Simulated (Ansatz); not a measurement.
Reaction (formal exchange of groups at a Te–C bond): `O[SiH2]C[TeH]` + `B1N[SiH2]1` → `[TeH]B1N[SiH2]1` + `C[SiH2]O`

Calculated with Ansatz (gas phase, PBE0-D4/def2-TZVP geometries, no zero-point term in ΔE). CBS: MP2 limit from def2 TZ/QZ plus the TZ coupled-cluster correction, frozen cores. This one scheme is used for every species. DFT in def2-TZVPP. Elements past krypton have def2 core potentials. For Te outer-core shells are correlated without core-valence functions, which leaves a few kJ/mol of doubt a bond. One conformer a species, not always the lowest.

```tsv
level	ΔE (kJ/mol)
B2PLYP	-86.8
PBE	-88.4
```

Question: What does CCSD(T)/CBS give? (Estimate.)

Answer: The calculation gave: -80.9 kJ/mol. The listed levels differ from it by -5.9, -7.5 kJ/mol.

Largest T1 diagnostic among the species: 0.014.

The D4 term adds +4.5 kJ/mol with B3LYP and +2.2 kJ/mol with PBE0; it sums over pairs of atoms, weighted by their polarisabilities, and B3LYP, whose exchange is more repulsive, gets the larger term.

B3LYP here is the variant with VWN-RPA as its local correlation; programs differ in this.
